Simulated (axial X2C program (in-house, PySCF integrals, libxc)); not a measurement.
RbSe: from Re and ωe to a spectrum

A bond curve at the CCSD(T) level, 2c, was computed with an in-house relativistic program for diatomic molecules (basis Rb dyall-cv3z [12s13p8d4f1g], Se dyall-cv3z [8s9p6d4f1g] (cores contracted in-house)) for the state Ω = 3/2 (⟨Sz⟩ = 0.50, ⟨Lz⟩ = 1.00 at HF). Its fit gives Re = 3.0904 Å, ωe = 152.5 cm⁻¹, ωexe = 0.384 cm⁻¹ and αe = 1.569e-04 cm⁻¹; the masses are 84.9118 and 79.9165 u. Two-component means X2C with spin–orbit coupling and atomic mean-field Coulomb and Gaunt terms.

Correlated methods: 15 electrons correlated (number of frozen shells: Rb 3 s, 2 p, 1 d; Se 3 s, 2 p, 1 d), 277 virtual spin orbitals or spinors in MP2, 136 natural virtuals in coupled cluster.

Q: Find the reduced mass, Be and the force constant.

A: From the CCSD(T) values: μ = 41.1692 u. Be = 16.8576/(μ Re²) = 0.04287 cm⁻¹. k = 5.8918×10⁻⁷ μ ωe² = 0.564 mdyn/Å.

Q: Estimate the centrifugal constant by the Kratzer relation.

A: D = 4Be³/ωe² = 1.36e-08 cm⁻¹.

Q: Estimate De from a Morse curve and compare with the computed well depth of 2.254 eV to Rb + Se.

A: De(Morse) = ωe²/(4ωexe) = 1.877 eV against 2.254 eV computed, a ratio of 0.83. The extrapolation falls short: long-range attraction (ionic or ion–induced dipole) or a change of character along the curve can cause this.

Q: Where do the fundamental and the first overtone lie?

A: ν(1←0) = ωe − 2ωexe = 151.7 cm⁻¹; ν(2←0) = 2ωe − 6ωexe = 302.7 cm⁻¹.

Q: A Morse curve ties αe to the other constants (Pekeris). How well does that hold?

A: αe(Morse) = 6Be²/ωe × (√(ωexe/Be) − 1) = 1.441e-04 cm⁻¹; the CCSD(T) curve gives 1.569e-04 cm⁻¹, a ratio of 0.92.

The state is one determinant whose occupation by symmetry is held fixed; it was picked as the lowest of a PBE0 search that is not exhaustive. Dissociation energies refer to the lowest single-determinant-based atoms at the same level and basis. Coupled cluster ran in a truncated set of natural virtual spinors; the MP2 energy of the rest was added. (T) has no such correction and the atoms are truncated less, which lowers De at CCSD(T) by a hundredth of an eV or more. PBE0 can misorder states that lie within some tenths of an eV, so this need not be the ground state of the molecule. The nearest other 2c determinant of the search, Ω = 1/2, lies 0.16 eV up at the distance of the search.
